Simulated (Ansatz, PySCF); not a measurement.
Diatomic YN, closed-shell singlet (lowest of 2S+1 = 1, 3, 5, 7 at CCSD(T)/def2-TZVPP on PBE0 minima; our sources give no spin for the ground state, which may be another). No spin–orbit coupling. The T1 diagnostic near the minimum is 0.063, so single-reference values are doubtful.

Seven points along R, fitted to fifth degree in 1/R; most abundant isotopes. In def2 and cc sets the state is the lowest found near the PBE0 minimum, followed along R. The singlet is held restricted. HF and MP2 rows in def2 and cc sets belong to the determinant that coupled cluster picked by its CCSD energy.

Programs: Ansatz (a quantum-chemistry and plane-wave program); PySCF for 3-21G rows, LANL2DZ rows.  In def2 rows elements past Kr take small-core potentials, without spin–orbit coupling.

| level | r_e (Å) | ω_e (cm⁻¹) | α_e (cm⁻¹) | ω_e x_e (cm⁻¹) | dipole (D) |
|---|---|---|---|---|---|
| HF/3-21G | 1.719 | 1070 | 0.0018 | 4.1 | 8.38 |
| HF/def2-TZVPP | 1.731 | 947 | 0.0023 | 3.0 | - |
| HF/def2-QZVPP | 1.722 | 946 | 0.0023 | 3.0 | - |
| SVWN5/def2-TZVPP | 1.788 | 822 | 0.0022 | 1.8 | 6.51 |
| PBE/def2-TZVPP | 1.809 | 796 | 0.0020 | 1.2 | 6.27 |
| BP86/LANL2DZ | 1.844 | 808 | 0.0020 | 1.8 | 6.34 |
| r2SCAN/def2-TZVPP | 1.795 | 848 | 0.0020 | 2.4 | 6.66 |
| B97M-V/def2-TZVPP | 1.801 | 821 | 0.0019 | 1.9 | 6.62 |
| B3LYP/LANL2DZ | 1.822 | 827 | 0.0026 | 2.2 | 7.42 |
| B3LYP/def2-TZVPP | 1.792 | 815 | 0.0024 | 1.7 | 7.16 |
| PBE0/def2-TZVPP | 1.768 | 866 | 0.0024 | 2.5 | 7.39 |
| BHLYP/def2-TZVPP | 1.752 | 899 | 0.0026 | 3.8 | 8.31 |
| CAM-B3LYP/def2-TZVPP | 1.756 | 892 | 0.0030 | 5.0 | 8.22 |
| wB97X-V/def2-TZVPP | 1.744 | 934 | 0.0025 | 4.4 | 8.57 |
| wB97M-V/def2-TZVPP | 1.745 | 929 | 0.0033 | 8.9 | 8.56 |
| CCSD/def2-QZVPP | 1.767 | 784 | 0.0044 | 3.3 | - |

Correlated levels freeze the inner cores; with def2 sets outer-core shells near the valence are correlated too. Rows in 3-21G, LANL2DZ carry no dispersion term and start afresh at each structure; the Pople sets are all-electron and without relativity. LANL2DZ brings its own core potentials from Na on.

Doubts at one or more of the structures used: a restricted determinant that unrestricted orbitals would lower (HF/def2-TZVPP, HF/def2-QZVPP, CCSD/def2-QZVPP); T1 above 0.05 (CCSD/def2-QZVPP).
